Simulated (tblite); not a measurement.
Species: C₄H₈BFO.
Bonds: C1–C2 (double), C2–F3, C2–O4, O4–B5, B5–C6, C6–C7. Hydrogens: H8, H9 on C1; H10 on B5; H11, H12 on C6; H13, H14, H15 on C7.

Computed with GFN2-xTB (tblite), gas phase: L-BFGS steps from a force-field or distance-geometry start until the largest atomic force falls under 0.01 eV/Å.

Step 38: E = -617.4038 eV
```
atom  x, y, z in Å  |  force x, y, z in eV/Å
C1      3.3338    0.2184    0.2197   -0.067   0.007   0.043
C2      2.1909    0.6516   -0.2894    0.092  -0.072   0.069
F3      2.1206    1.8749   -0.8687   -0.011  -0.008   0.104
O4      1.0497   -0.0299   -0.3279    0.084   0.067   0.012
B5     -0.2189    0.4290   -0.2370    0.000  -0.005   0.019
C6     -1.3027   -0.7109   -0.3923    0.073  -0.034   0.030
C7     -2.7555   -0.4189   -0.0002    0.112  -0.055   0.002
H8      4.2036    0.8458    0.2323    0.000   0.010  -0.120
H9      3.4146   -0.7586    0.6622   -0.113   0.114  -0.048
H10    -0.4753    1.5559   -0.0323    0.059   0.103  -0.033
H11    -1.2857   -1.0128   -1.4445   -0.064  -0.120   0.037
H12    -0.9296   -1.5764    0.1638   -0.147  -0.040  -0.029
H13    -2.8324    0.1115    0.9503    0.127  -0.070  -0.115
H14    -3.2260    0.1925   -0.7698   -0.044  -0.080   0.129
H15    -3.2916   -1.3642    0.1003   -0.100   0.184  -0.101
```

Step 39: E = -617.4101 eV
```
atom  x, y, z in Å  |  force x, y, z in eV/Å
C1      3.3357    0.2218    0.2213    0.037   0.039   0.032
C2      2.1906    0.6494   -0.2847    0.080  -0.041   0.055
F3      2.1123    1.8727   -0.8646   -0.005  -0.037   0.109
O4      1.0538   -0.0379   -0.3167    0.010   0.120  -0.011
B5     -0.2137    0.4286   -0.2370   -0.059  -0.062   0.053
C6     -1.3013   -0.7104   -0.3933    0.030  -0.127  -0.022
C7     -2.7543   -0.4176   -0.0021    0.065  -0.033  -0.004
H8      4.2052    0.8514    0.2210   -0.023  -0.007  -0.100
H9      3.4234   -0.7532    0.6647   -0.112   0.090  -0.036
H10    -0.4692    1.5587   -0.0318    0.078   0.027  -0.060
H11    -1.2881   -1.0198   -1.4452   -0.049  -0.050   0.056
H12    -0.9390   -1.5863    0.1569   -0.117   0.045  -0.010
H13    -2.8305    0.1134    0.9463    0.131  -0.063  -0.052
H14    -3.2318    0.1962   -0.7650   -0.005  -0.067   0.078
H15    -3.2976   -1.3590    0.0968   -0.060   0.167  -0.088
```

Question: Estimate the geometry and energy of step 40. (The exact step hangs on the optimiser's Hessian estimate; all steps are aligned on step 39, rigid shifts and turns removed.)

Answer: E = -617.4163 eV, largest force 0.159 eV/Å
```
atom  x, y, z in Å  |  force x, y, z in eV/Å
C1      3.3394    0.2278    0.2224    0.043   0.013   0.007
C2      2.1891    0.6460   -0.2770    0.075  -0.011   0.058
F3      2.1000    1.8683   -0.8562   -0.005  -0.018   0.085
O4      1.0567   -0.0469   -0.2995   -0.037   0.153  -0.019
B5     -0.2104    0.4238   -0.2329   -0.107  -0.088   0.056
C6     -1.2986   -0.7155   -0.3948   -0.049  -0.137  -0.065
C7     -2.7496   -0.4140   -0.0047    0.007  -0.008  -0.016
H8      4.2055    0.8586    0.2034    0.026   0.030  -0.076
H9      3.4349   -0.7445    0.6665   -0.098   0.041  -0.011
H10    -0.4711    1.5580   -0.0352    0.110  -0.061  -0.078
H11    -1.2901   -1.0277   -1.4462   -0.027   0.002   0.039
H12    -0.9509   -1.6004    0.1482   -0.061   0.061   0.043
H13    -2.8216    0.1162    0.9417    0.131  -0.042   0.034
H14    -3.2308    0.2045   -0.7598    0.029  -0.028   0.008
H15    -3.3069   -1.3460    0.0907   -0.037   0.094  -0.065
```

The energy changes by -0.0063 eV. The first-order estimate −F·Δx gives -0.0088 eV and the mean of the old and new forces, exact on a quadratic surface, -0.0063 eV. The step makes an angle of 67° with the force vector and moves no atom by more than 0.020 Å.

What follows is the cost of the whole relaxation. Time: 0.3 s of wall time. Hardware: one thread of an AMD EPYC 9R45, no GPU, on a shared host.
